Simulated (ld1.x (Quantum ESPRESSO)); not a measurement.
**Which change was made? (He, TM)**

He, norm-conserving Troullier–Martins (Kleinman–Bylander form), made with ld1.x (Quantum ESPRESSO) 7.5 (PBEsol, scalar-relativistic). Core none, reference 1s2. Waves: 1s (bound): rc 0.60 bohr; 2p channel at -0.1 Ry: rc 0.70 bohr. Local part: all-electron potential smoothed inside 0.60 bohr (lloc = -2). Core correction: none.

Cutoffs, loose and tight: the cutoffs (Ry, on a coarse ladder) from which the occupation-weighted sum of valence levels, in a spherical-Bessel basis at the reference potential, stays within 10 and 1 mRy of its value at 400 Ry. They do not see the model core or the augmentation charge, which bear on the density cutoff. Test errors are all-electron minus pseudo excitation energies from the reference, over the configurations 1s1; 1s1.5; variants that change the core or the reference have their own tests.

The base gives: outcome: generated; cutoff, loose: 140 Ry; cutoff, tight: 200 Ry; bound ghosts: none; largest test error (meV): +4.7.

After one change the result is: outcome: generated; cutoff, loose: 120 Ry; cutoff, tight: 180 Ry; bound ghosts: none; largest test error (meV): +6.1. Which change was it?
A. wave 1s (bound): rc 0.60 bohr becomes 1s (bound): rc 0.40 bohr
B. all radii scaled by about 1.05 (s 0.62, p 0.74 bohr); local potential all-electron potential smoothed inside 0.62 bohr (lloc = -2)
C. type PAW; waves now 1s (bound): rcut 0.50, rcutus 0.60 bohr; 1s channel at -0.7 Ry: rcut 0.50, rcutus 0.60 bohr; 2p channel at -0.1 Ry: rcut 0.60, rcutus 0.70 bohr; local potential all-electron potential smoothed inside 0.50 bohr (lloc = -1); augmentation BG, radius 0.45 bohr

B. The others give: wave 1s (bound): rc 0.60 bohr becomes 1s (bound): rc 0.40 bohr → outcome: generated; cutoff, loose: 230 Ry; cutoff, tight: over 300 Ry; bound ghosts: none; largest test error (meV): -1.2 | type PAW; waves now 1s (bound): rcut 0.50, rcutus 0.60 bohr; 1s channel at -0.7 Ry: rcut 0.50, rcutus 0.60 bohr; 2p channel at -0.1 Ry: rcut 0.60, rcutus 0.70 bohr; local potential all-electron potential smoothed inside 0.50 bohr (lloc = -1); augmentation BG, radius 0.45 bohr → outcome: generated; cutoff, loose: 90 Ry; cutoff, tight: 140 Ry; bound ghosts: none; largest test error (meV): +0.4.
